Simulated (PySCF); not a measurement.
C5H9F3N (doublet state).
Geometry (GFN2-xTB, Å), atoms numbered from 1 in this order:
```xyz
18
C5H9F3N angstrom
C     -0.6483   -0.1010   -1.5341
C     -0.3849    0.1021   -0.0951
C     -1.5484    0.8887    0.5603
N      0.8271    0.8647    0.1105
C      2.0594    0.2732   -0.3802
C     -0.3452   -1.2872    0.6070
F     -1.5478   -1.8822    0.6441
F      0.0676   -1.1805    1.8832
F      0.4821   -2.1614    0.0152
H     -0.3279    0.6467   -2.2291
H     -1.2543   -0.9212   -1.8623
H     -2.5013    0.4189    0.3337
H     -1.5393    1.8995    0.1652
H     -1.4145    0.9232    1.6397
H      0.9251    1.1178    1.0881
H      2.4258   -0.5626    0.2272
H      2.8209    1.0512   -0.3964
H      1.8952   -0.0838   -1.3955
```

The hyperfine couplings belong to this conformer and change with its torsions.

Identity: `[CH2][C@](C)(NC)C(F)(F)F` [radical].

Theory: PySCF 2.14.0, UKS B3LYP, pcH-1 on C F H N, non-relativistic, mean-field spin-orbit, GIAO. The structure is a single GFN2-xTB conformer in the gas phase; no vibrational or solvent corrections. The geometry wasn't refined by DFT: couplings that depend on bond lengths, twists or pyramidal angles can differ widely from those at the functional's own minimum. Stability of the SCF solution: not tested.

Largest spin populations (Mulliken): C1 (+1.08) and C2 (-0.07). No atom but C1 exceeds +0.15. The positive populations add up to 1.16 and the negative ones to -0.16, together 2S = 1. The angles at C1 add up to 359.6°, so it is planar; its axial dipolar tensor and the negative couplings of its protons fit spin in a p orbital normal to that plane.

Q: Find Q in a(H) = Q·ρ(C) for the protons on the planar carbons that carry spin.

A: 
```tsv
H	C	ρ(C)	a(H) (G)	a/ρ (G)
H10	C1	+1.080	-23.01	-21.3
H11	C1	+1.080	-22.93	-21.2
```

These protons share one ρ (within 0.01), so their mean ratio, Q = -21.3 G, is no test of linearity.

Couplings in gauss use g_iso = 2.0027.
